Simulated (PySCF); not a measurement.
A survey of ²⁹Si NMR shifts

- geometry from GFN2-xTB
- GIAO PBE0/pcSseg-1 shieldings
- program: PySCF 2.14
- no solvent model, no relativistic terms, one averaged value for each set of equivalent atoms, single conformer

Shieldings were converted by a linear fit to measured shifts: ²⁹Si (scatter 8.9 ppm rms, 25.8 ppm with the 6 outliers that the fit left out vs TMS, solution or neat liquid). A few per cent of atoms miss by over 2 rms, more outside the fitted compound classes.

**Question.** Give the ²⁹Si shifts of `O=C[C@@H]1CCC[C@@H]1[SiH2][SiH3]`, `C=C(C)[C@@H]1[SiH2][C@H]1O[SiH2]C`, `CC#C[SiH2][C@@H]([SiH3])CCO`, `C[SiH](C)C#P`, `CO[C@@H]1CC=C([SiH2][SiH3])C1`, `CC(=O)[C@@H]1C[C@@]1([SiH3])C[SiH3]`, `C=CC[C@@H]1C[C@H]1[SiH2]O[SiH3]`, `[SiH3]c1ccccc1`.

**Answer.** 
| compound | environment | δ (ppm) |
| --- | --- | --- |
| [O:1]=[CH:2][C@@H:3]1[CH2:4][CH2:5][CH2:6][C@@H:7]1[SiH2:8][SiH3:9] | Si8: silicon bonded to C, Si, 2 H | -69.6 |
| [O:1]=[CH:2][C@@H:3]1[CH2:4][CH2:5][CH2:6][C@@H:7]1[SiH2:8][SiH3:9] | Si9: silicon bonded to Si, 3 H | -99.7 |
| [CH2:1]=[C:2]([CH3:3])[C@@H:4]1[SiH2:5][C@H:6]1[O:7][SiH2:8][CH3:9] | Si8: silicon bonded to C, O, 2 H | -20.2 |
| [CH2:1]=[C:2]([CH3:3])[C@@H:4]1[SiH2:5][C@H:6]1[O:7][SiH2:8][CH3:9] | Si5: silicon bonded to 2 C, 2 H, in a 3-membered ring | -100.1 |
| [CH3:1][C:2]#[C:3][SiH2:4][C@@H:5]([SiH3:6])[CH2:7][CH2:8][OH:9] | Si4: silicon bonded to 2 C, 2 H | -58.6 |
| [CH3:1][C:2]#[C:3][SiH2:4][C@@H:5]([SiH3:6])[CH2:7][CH2:8][OH:9] | Si6: silicon bonded to C, 3 H | -59.9 |
| C[SiH](C)C#P | silicon bonded to 3 C, H | -42.1 |
| [CH3:1][O:2][C@@H:3]1[CH2:4][CH:5]=[C:6]([SiH2:7][SiH3:8])[CH2:9]1 | Si7: silicon bonded to C, Si, 2 H | -75.5 |
| [CH3:1][O:2][C@@H:3]1[CH2:4][CH:5]=[C:6]([SiH2:7][SiH3:8])[CH2:9]1 | Si8: silicon bonded to Si, 3 H | -105.6 |
| [CH3:1][C:2](=[O:3])[C@@H:4]1[CH2:5][C@@:6]1([SiH3:7])[CH2:8][SiH3:9] | Si7: silicon bonded to C, 3 H | -57.0 |
| [CH3:1][C:2](=[O:3])[C@@H:4]1[CH2:5][C@@:6]1([SiH3:7])[CH2:8][SiH3:9] | Si9: silicon bonded to C, 3 H | -69.2 |
| [CH2:1]=[CH:2][CH2:3][C@@H:4]1[CH2:5][C@H:6]1[SiH2:7][O:8][SiH3:9] | Si7: silicon bonded to C, O, 2 H | -29.4 |
| [CH2:1]=[CH:2][CH2:3][C@@H:4]1[CH2:5][C@H:6]1[SiH2:7][O:8][SiH3:9] | Si9: silicon bonded to O, 3 H | -42.2 |
| [SiH3]c1ccccc1 | silicon bonded to C, 3 H | -63.4 |
